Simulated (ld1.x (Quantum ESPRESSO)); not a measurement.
**P (Z = 15): PAW pseudisation with PBE, scalar-relativistic reference atom.**

ld1.x (Quantum ESPRESSO) 7.5 input, shortened:

```
&input
   title='P', zed=15., rel=1, dft='PBE', iswitch=3,
   config='[Ne] 3s2 3p3'
 /
 &inputp
   pseudotype=3, lpaw=.true., tm=.true., lloc=-1, rcloc=1.35,
   nlcc=.true.,
   which_augfun='PSQ', rmatch_augfun_nc=.true.
 /
4
3S  1  0   2.00   0.00  1.30  1.75  0.0
3S  1  0   0.00   1.65  1.30  1.75  0.0
3P  2  1   3.00   0.00  1.45  1.65  0.0
3P  2  1   0.00  -0.10  1.45  1.65  0.0
 &test
   configts(1)='3s2 3p3'
 /
```

All-electron outer shells of the reference configuration (PBE, scalar-relativistic, ld1.x):

```csv
shell,level (eV),outermost node (bohr),outermost maximum (bohr)
2s,-173.99,0.14,0.42
2p,-124.49,–,0.36
3s,-13.97,0.65,1.58
3p,-5.51,0.64,1.83
```

(1) Estimate the cutoffs (Ry, on a coarse ladder) from which the occupation-weighted sum of valence levels, in a spherical-Bessel basis at the reference potential, stays within 10 and 1 mRy of its value at 400 Ry.

(2) Does the potential have ghost states?

(3) Is the overlap operator S = 1 + Σ q|β⟩⟨β| positive definite (Bessel basis up to 400 Ry)?

(4) Which valence shell sets the plane-wave cutoff?

(5) Tests: 3s2 3p2; 3s2 3p1; 3s2 3p0; 3s1 3p4; 3s2 3p2.5; 3s1 3p0; 3s1 3p3. Which has the largest error in its energy relative to the reference configuration, and how large is it?

## Answers

(1) 10 Ry and 21 Ry.

(2) No extra level below or beside the all-electron valence levels (s, p, d, f tested).

(3) Yes: its lowest eigenvalue is 0.43 (s channel).

(4) 3p: its level needs 15 Ry to come within 1 mRy, against 10 Ry for 3s.

(5) 3s1 3p0, with -129 meV (all-electron minus pseudo) on +110.62 eV.
